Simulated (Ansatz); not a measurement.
A run for Ansatz (an electronic-structure program): R-BLYP/def2-TZVPP on NH3 (SMILES N).

Ansatz 0.2 input:
```yaml
crystal:
  periodic: [false, false, false]
  atoms:
    - {symbol: N, position_ang: [0.00000000, -0.00002166, 0.27906864]}
    - {symbol: H, position_ang: [-0.00000000, 0.94280068, -0.09306197]}
    - {symbol: H, position_ang: [0.81651180, -0.47143951, -0.09305334]}
    - {symbol: H, position_ang: [-0.81651180, -0.47143951, -0.09305334]}
basis:
  gaussian:
    orbitals: def2-TZVPP
hamiltonian:
  xc: {name: BLYP}
scf: {lower_state_search: off}
```

It printed:

```
WARN ansatz: RAYON_NUM_THREADS=4 ignored (pool sized by the plan → 4); use --threads N
Functional definition: BLYP
these checks for a lower state are left out or cut short: stability, starts, cluster_reference, orbital_swaps, neighbouring_geometries, increment
integrals: 0.01 GiB planned
332 factors; their error is unknown
mean field: 0.12 GiB planned
mean field evaluation 1: about -1530.1386 eV, gradient 7.0e1 eV
mean field evaluation 2: about -1504.8574 eV, gradient 1.1e2 eV
mean field evaluation 4: about -1539.1098 eV, gradient 1.2e0 eV
mean field evaluation 8: about -1539.1087 eV, gradient 2.0e-2 eV
mean field -1539.10865771 eV, -56.5611999256 hartree, gradient 3.9e-6 eV, S^2 0.000000; 0 other end points of the search recorded, 0 dependent functions left out
reference -1539.10884355 eV, -56.5612067549 hartree; 5, 5 occupied and 68, 68 virtual orbitals, 332 factors
Total energy: -1539.10884355 eV, -56.5612067549 hartree
Checks for a lower state left out: stability, starts, cluster_reference, orbital_swaps, neighbouring_geometries, increment
```

Self-consistency was reached.

Cost: roughly 0.28 core-seconds.
